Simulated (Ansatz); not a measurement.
Z-matrix (Å, degrees):
```
Si
O 1 1.625
Ge 1 2.265 2 56.1
O 1 1.630 2 116.2 3 113.9
H 1 1.484 2 118.2 3 -113.5
H 3 1.537 1 123.1 2 81.6
H 3 1.539 1 125.0 2 -80.6
H 4 0.959 1 117.7 2 148.3
```

Total charge 0; spin multiplicity 1.

Task: List the PBE0/def2-TZVPP orbital energies in eV (Ansatz 0.2.0). (Best estimate.)

Result: Ansatz gave: Occupied: -10860.22, -1803.75, -1358.46, -1208.31, -1208.26, -1208.25, -523.28, -522.24, -171.19, -145.91, -121.08, -120.93, -120.91, -100.61, -100.58, -100.55, -33.94, -33.82, -33.81, -33.72, -33.68, -28.76, -26.82, -15.97, -15.15, -13.39, -11.47, -10.95, -10.58, -10.12, -9.86, -8.63, -6.83. Lowest empty: -0.89, -0.02, 0.22, 1.50, 1.59, 2.14, 3.04, 3.97.
